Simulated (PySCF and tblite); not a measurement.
Values are calculated unless marked as measured or tabulated.
System: C6H12FN, numbered as in [CH3:1][C@@H:2]1[CH2:3][CH2:4][C@@H:5]([F:6])[CH2:7][NH:8]1.

For the pyramidal inversion at N8: electronic barrier 3.63 kcal/mol, zero-point change -1.20 kcal/mol, thermal and entropy terms at 200 K a further -0.01 kcal/mol (symmetry numbers apart). The minimum is C1, the saddle C1. Level: B3LYP/pcSseg-1 + D3(BJ) on GFN2-xTB stationary points, with GFN2-xTB thermal terms. Rate constants are transition-state-theory values, counting equivalent paths, without tunnelling. Programs: tblite and PySCF.

(1) How many equivalent paths lead out of the minimum?

(2) Work out the rate at 200 K.

Answers

(1) 1: the symmetry number of the minimum is 1, that of the saddle displaced along its mode 1.

(2) ΔG‡ = 2.42 kcal/mol; k_B T/h = 4.2×10¹² s⁻¹; exp(−ΔG‡/RT) = 0.0023; times 1 gives k = 9.5×10⁹ s⁻¹.
